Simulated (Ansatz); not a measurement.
System: BO, net charge 1, singlet state. 
Coordinates optimised at B3LYP-D3(BJ)/def2-TZVP (Ansatz, an electronic-structure program):
```
B
O 1 1.1884
```
Charge +1, spin multiplicity 1.

Basis-set convergence of Hartree-Fock and CCSD(T) correlation energies (hartree) with Ansatz. Cores are frozen in the correlated levels unless marked. No spin-orbit coupling. No relativistic terms.

The T1 diagnostic of CCSD in the largest basis is 0.047, which is high, so the coupled-cluster rows are less sure than usual.

```json
[
 {"basis": "def2-SVPD", "functions": "43", "E(HF)": "-98.95719", "E(corr, CCSD(T))": "-0.27511"},
 {"basis": "def2-TZVPPD", "functions": "77", "E(HF)": "-99.07133", "E(corr, CCSD(T))": "-0.32597"},
 {"basis": "def2-QZVPPD", "functions": "129", "E(HF)": "-99.07616", "E(corr, CCSD(T))": "-0.34547"}
]
```

Extrapolating the two largest sets (X = 3 and 4) as X^-3: E(corr) = (64·(-0.34547) - 27·(-0.32597))/37 = -0.3597 Eh, an estimate of the basis-set limit. The largest set recovers 96.0 % of it, the smallest 76.5 %.
